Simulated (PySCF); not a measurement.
Computed vibrations of [Pr(HCN)]3+

[Pr(HCN)]3+ (singlet in the valence; each metal's 4f electrons, 2 of them, lie in its core potential, out of spins and levels). PySCF 2.14.0, RKS PBE0, Pr lcecp-1-SVP with ECP48, N def2-SVP, C def2-SVP, H def2-SVP; non-relativistic Hamiltonian with scalar-relativistic core potentials where named; density fitting; no spin-orbit coupling. Central differences of gradients.

```xyz
4

Pr    0.0000    0.0000   -0.4703
N     0.0000    0.0000    1.8510
C     0.0000    0.0000    3.0159
H     0.0000    0.0000    4.1295
```

Run from Python with OMP_NUM_THREADS=2. Where DIIS fails, smearing, a level shift and second-order steps follow.
It took 16 s on 2 threads of Arm Neoverse V1, on a shared host.

(1) What are the harmonic wavenumbers and infrared intensities?

(2) Is this a minimum?

An lcecp potential fixes the number of 4f electrons, so in runs with it no electron can move into or out of that shell.

## Answers

(1) Modes are labelled in C∞v; negative numbers are unstable modes, those under 60 cm⁻¹ near the noise; a finer grid moves soft modes by up to 10 cm⁻¹.
```tsv
cm⁻¹	km/mol	symmetry
259	80.5	π
259	80.5	π
377	46.3	σ+
871	12.4	π
871	12.4	π
2151	778.0	σ+
3179	218.5	σ+
```

(2) Yes. Ideal gas at 298.15 K and 1 bar: S = 275.0 J/(mol K), Cp = 54.6 J/(mol K), H − H(0 K) = 12.4 kJ/mol (rigid rotor, harmonic modes, spin degeneracy alone, that of the 4f electrons in the core included).
